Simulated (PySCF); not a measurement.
Input for PySCF: R-B3LYP/6-31G* on C3H6S (a complex), monomers drawn apart or pushed together.

```python
from pyscf import gto, scf, dft, mp
from pyscf.data.elements import chemcore

mol = gto.M(
    atom='''
    S     0.17902421    0.15321057   -0.49990647
    H     0.31789063   -1.17979088   -0.42046149
    H     0.66804189    0.33445388    0.73996336
    C    -1.22466335   -0.29423074    2.82328559
    C     0.03218848   -0.02962041    3.02008803
    C     1.29333423    0.23848142    3.19883491
    H    -1.88090724   -0.55304280    3.64611073
    H    -1.64973207   -0.25912711    1.82633446
    H     1.63134374    1.24893970    3.39895220
    H     2.04569496   -0.54133838    3.16488188
    ''',
    basis='6-31g*',
    cart=True,
    charge=0, spin=0, verbose=3, max_memory=1800)
mf = dft.RKS(mol, xc='b3lyp')
mf.conv_tol = 1e-8
mf.max_cycle = 100
mf.kernel()
if not mf.converged:
    mf = mf.newton().run(mf.mo_coeff, mf.mo_occ)
```

Program output:

```
converged SCF energy = -516.043359295998
```

The calculation finished and met its thresholds.

Cost: about 6 core-seconds (a rough figure).
